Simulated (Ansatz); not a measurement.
Molecule: sum formula H$_{6}$SiNO$_{3}$ (charge +1, singlet). It need not be the lowest isomer of its formula. SMILES: [NH3+][Si](O)(O)O
Geometry from a B3LYP-D3(BJ)/def2-TZVP (Ansatz, a quantum-chemistry and plane-wave program) optimisation:
```
Si
O 1 1.6010
H 2 0.9621 1 125.23
O 1 1.6010 2 116.40 3 18.86
H 4 0.9621 1 125.23 2 -124.32
O 1 1.6010 2 116.40 3 -124.32
H 6 0.9621 1 125.23 2 18.86
N 1 1.8756 2 101.08 3 127.27
H 8 1.0224 1 111.43 2 163.33
H 8 1.0224 9 107.44 1 122.33
H 8 1.0224 9 107.44 10 115.35
```
Charge +1, spin multiplicity 1.

Parts of the frozen-core correlation energy in cc-pwCVTZ (Ansatz, hartree). Frozen orbitals: 9; correlated occupied orbitals by spin: 16 and 16; virtual: 290 and 290. Spin-orbit coupling is left out. Non-relativistic.

```json
[
 {"term": "reference (HF)", "value": "-571.59823"},
 {"term": "MP2 opposite-spin", "value": "[?]"},
 {"term": "MP2 same-spin", "value": "[?]"},
 {"term": "CCSD correlation", "value": "-1.08555"},
 {"term": "(T)", "value": "[?]"},
 {"term": "T1 diagnostic", "value": "0.010"},
 {"term": "largest doubles amplitude", "value": "0.021"}
]
```

Some entries are withheld; supply them.


- MP2 opposite-spin, value: -0.80167
- MP2 same-spin, value: -0.26722
- (T), value: -0.03832
